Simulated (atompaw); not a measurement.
## An all-electron radial function and its pseudo partner (arsenic)

Columns: radius, all-electron u(r) and pseudo u(r) of the 4s shell (level -23.36 eV) of arsenic in the configuration [Ar] 3d10 4s2 4p2; PBE, scalar-relativistic, PAW (atompaw) scheme, atompaw 4.2.0.5.

```tsv
r (bohr)	all-electron	pseudo
0.077	0.0968	0.0800
0.154	0.2305	0.1592
0.231	0.0313	0.2367
0.308	-0.2100	0.3119
0.385	-0.3566	0.3838
0.462	-0.3883	0.4519
0.538	-0.3318	0.5148
0.615	-0.2187	0.5737
0.692	-0.0776	0.6273
0.769	0.0715	0.6752
0.846	0.2157	0.7173
0.923	0.3474	0.7535
1.000	0.4628	0.7837
1.077	0.5604	0.8080
1.154	0.6402	0.8267
1.231	0.7031	0.8398
1.308	0.7505	0.8477
1.385	0.7842	0.8507
1.462	0.8057	0.8492
1.538	0.8166	0.8435
1.615	0.8186	0.8338
1.692	0.8130	0.8206
1.769	0.8010	0.8042
1.846	0.7838	0.7847
1.923	0.7624	0.7625
2.000	0.7377	0.7377
```

Problem. How many radial nodes do the two functions have?

Solution. The all-electron 4s function has n − l − 1 = 3 (the table is too coarse to show those close to the nucleus); the pseudo-wave has 0, since the states of the same l below it are removed with the core.

Problem. Where does each function peak?

Solution. Outermost all-electron maximum near 1.61 bohr, pseudo maximum near 1.39 bohr (to the table’s step).

Problem. Is the pseudo-wave norm-conserving?

Solution. No, it belongs to a PAW set: the norm inside the radius is not constrained, and the difference is carried by the augmentation charge.
